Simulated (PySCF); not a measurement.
## Calculated properties of `[BH3-][N+]#CCC#C`

C₄H₆BN.
Geometry (PBE0-D3(BJ)/def2-SVP, Å), atoms numbered from 1 in this order:
```
atom  x, y, z in Å
B1    -2.0157   -0.4442    0.3741
N2    -0.5256   -0.2825    0.0679
C3     0.5947   -0.1639   -0.1641
C4     2.0167   -0.0285   -0.4643
C5     2.5785    1.2340    0.0058
C6     3.0425    2.2791    0.3948
H7    -2.0816   -0.7503    1.5564
H8    -2.5226    0.6424    0.1319
H9    -2.4120   -1.3301   -0.3711
H10    2.1464   -0.1285   -1.5563
H11    2.5451   -0.8834   -0.0070
H12    3.4565    3.2088    0.7408
```

Some functional groups and rings: alkyne.

PBE0-D3(BJ)/def2-SVP geometry optimisation, gas phase (PySCF):

```yaml
Rotational_constants_A_B_C: 12.057, 1.537, 1.391 GHz
```

**PBE0/def2-SVPD ground state and vertical TDDFT (core frozen in the response) (PySCF)**

```yaml
Dipole_moment: 6.96 D
HOMO_energy: -7.74 eV
LUMO_energy: -0.92 eV
HOMO–LUMO_gap: 6.82 eV
Lowest_singlet_excitation: 5.46 eV (227 nm, f = 0.002)
Strongest_line_among_the_6_lowest_singlet_transitions: S5 at 6.50 eV (191 nm, f = 0.454)
Static_isotropic_polarisability: 75.9 au
Electronic_spatial_extent_⟨r²⟩_about_the_centre_of_nuclear_charge: 840 bohr²
```

Monoisotopic mass (most abundant isotopes): 79.0593 u.

S1 lies 1.36 eV below the HOMO–LUMO gap. No computed singlet falls in the visible range (750 to 380 nm, 1.65 to 3.26 eV); S1 lies 2.20 eV above its blue end. The largest Löwdin shares of the LUMO are 0.25 on N2, 0.24 on C3, 0.13 on C4 and 0.11 on C6. The principal polarisabilities are 52.5, 66.4 and 108.9 au; their mean is the isotropic value.

